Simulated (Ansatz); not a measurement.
Consider the silylene formation by 1,1-elimination: `OC[SiH2]Br` → CH₃OH + `[SiH]Br`.

Gas-phase electronic energies from Ansatz, PBE0-D4/def2-TZVP geometries. CCSD(T)/CBS adds triple-zeta CCSD(T) − MP2 to the extrapolated MP2 energy (def2 sets, frozen cores). This one scheme is used for every species. For Br outer-core shells are correlated without core-valence functions, which leaves a few kJ/mol of doubt a bond. Scalar relativity is left out up to krypton. One conformer a species, not always the lowest.

```json
{"species": "`OC[SiH2]Br`", "CCSD(T)/CBS(def2) energy (Eh)": "-2978.66534"}
{"species": "CH₃OH", "CCSD(T)/CBS(def2) energy (Eh)": "-115.61712"}
{"species": "`[SiH]Br`", "CCSD(T)/CBS(def2) energy (Eh)": "-2862.97869"}
```

Question: Work out ΔE.

Answer: ΔE = (-115.61712) + (-2862.97869) − (-2978.66534) = 0.06953 Eh = +182.6 kJ/mol.

Largest T1 diagnostic among the species: 0.011.

The D4 term adds +14.9 kJ/mol with B3LYP and +8.0 kJ/mol with PBE0; it sums over pairs of atoms, weighted by their polarisabilities, and B3LYP, whose exchange is more repulsive, gets the larger term. Leaving LDA and LC-ωPBE aside and taking each functional with its dispersion term where it has one, the values, not all of them listed here, spread over 39.4 kJ/mol, from BLYP-D4 to r2SCAN0-D4. LDA lies +38.3 kJ/mol from PBE without D4.

B3LYP here is the variant with VWN-RPA as its local correlation; programs differ in this.
